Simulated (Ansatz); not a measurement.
Cartesian coordinates (Å):
```xyz
11

C     -2.3157     0.0124    -0.1558
Si    -0.5808    -0.4021    -0.8353
Si     1.0587     0.4953     0.3861
N      2.6863    -0.0459     0.3706
H     -3.0606    -0.1918    -0.9390
H     -2.5744    -0.5817     0.7299
H     -2.3857     1.0791     0.0984
H     -0.3854    -1.9001    -0.7903
H      1.1387     1.9804     0.5825
H      3.4859     0.5756     0.3126
H      2.9329    -1.0212     0.2404
```
Charge 0, spin multiplicity 1.

Calculation: frozen-core CCSD(T)/cc-pVTZ // PBE-D3(BJ)/def2-TZVP run with Ansatz (a quantum-chemistry and plane-wave program). The restricted HF reference is unstable towards unrestricted orbitals.

```yaml
HF energy: -674.28305 Ha
MP2 correlation energy: -0.63573 Ha
```

### Question
Estimate the CCSD correlation energy, the (T) correction, the total energy and the T1 diagnostic.

### Answer

```json
{
  "CCSD correlation energy": "-0.68635 Ha",
  "(T) correction": "-0.03058 Ha",
  "CCSD(T) total energy": "-674.99998 Ha",
  "T1 diagnostic": "0.016"
}
```
